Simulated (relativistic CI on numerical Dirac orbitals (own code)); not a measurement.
Hyperfine structure of Os56+, mass number 187

Calculated at this level of theory: Dirac-Coulomb-Breit CI, separate exchange-only KLI orbitals for each configuration, model QED (radiative potential, 1s self-energy scaled to tabulated hydrogen-like ionisation energies), unscaled Slater integrals (own radial code, finite nucleus).

Configuration list (outside the closed core [Ne]): 3s2 3p6 3d2, 3s2 3p5 3d3, 3s 3p6 3d3, 3s2 3p6 3d 4s, 3s2 3p6 3d 4p, 3s2 3p6 3d 4d, 3s2 3p5 3d2 4s, 3s2 3p6 3d 4f, 3s2 3p5 3d2 4p, 3s2 3p5 3d2 4d, 3p6 3d4, 3p5 3d5, 3p5 3d4 4s, 3p6 3d3 4s, 3p5 3d3 4s2. Double excitations out of closed p, d and f shells are left out; levels of such configurations are missing from the list, as are those of other unlisted configurations, and high levels can miss mixing partners. These lack a partner that the ground configuration has and come out too high: 3s2 3p5 3d2 4p, 3s2 3p5 3d2 4d.

Nuclear spin I = 1/2, μ = 0.06442 μN (tables of Stone and Pyykkö). The electronic factors are computed for point nuclear moments, without core polarisation or the Bohr-Weisskopf and QED corrections.

```json
{"Level": "3s2 3p6 3d2 3F_2", "E (eV)": "0.000", "A (MHz)": "15530"}
{"Level": "3s2 3p6 3d2 3F_3", "E (eV)": "82.193", "A (MHz)": "8797"}
{"Level": "3s2 3p6 3d2 1G_4", "E (eV)": "96.785", "A (MHz)": "9435"}
{"Level": "3s2 3p6 3d2 3P_1", "E (eV)": "98.507", "A (MHz)": "-886.5"}
{"Level": "3s2 3p6 3d2 3F_4", "E (eV)": "173.060", "A (MHz)": "6193"}
```

Levels with J = 0, under 50 % of one LS term, or S terms without an open s electron are left out. Small factors come from cancelling terms and can be off by tens of per cent or more.

At this charge energies of transitions that change n are usually good to better than 1 %, and those within a shell (Δn = 0) to a few per cent.

Task: Give the hyperfine levels of 3s2 3p6 3d2 3F_2 relative to its centre of gravity.

Result: With K = F(F + 1) − I(I + 1) − J(J + 1), E = AK/2: F = 3/2: -23300, F = 5/2: 15530 MHz.

LS names give the leading component of a level, which can be under half, so a name can repeat, a term be missing and a line seem to break the LS rules.
